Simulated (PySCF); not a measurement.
**Polarisability and C₆ of Ca⁺ (calcium, charge +1)**

[Ar] 4s1, 2S determinant. Computed with PySCF 2.14 in x2c-TZVPPall with one added diffuse shell each of s, p, d type (7s6p4d, 45 functions), with the spin-free X2C one-electron Hamiltonian (Gaussian nucleus). Coupled (time-dependent) response in atomic units; α is the mean over directions.

```
   method  mean α (bohr³)  C₆ (like pair)  S(−4)
      UHF           95.99           760.8   8780
      PBE           79.80           582.9   6085
     PBE0           84.86           636.1   6888
BHandHLYP           75.47           541.5   5352
  r2SCAN0           81.29           609.8   6074
```

S(−4) is the Cauchy moment in α(ω) = α(0) + S(−4) ω² + …

α(iu) at PBE:

```csv
u (hartree),α(iu) (bohr³)
0,79.80
0.0500,67.12
0.100,45.93
0.200,21.62
0.300,12.63
0.500,6.639
0.750,4.220
1.00,3.077
1.50,1.882
2.00,1.258
3.00,0.6618
5.00,0.2707
```

A single London oscillator, α(iu) = α/(1 + u²/ω²), gives C₆ = (3/4) ω α². Matching the computed C₆ needs ω = 4 × 582.9 / (3 × 79.80²) = 0.122 hartree.

For an ion, C₆ is the dispersion term alone; charge-induced terms of lower order in 1/R come first.
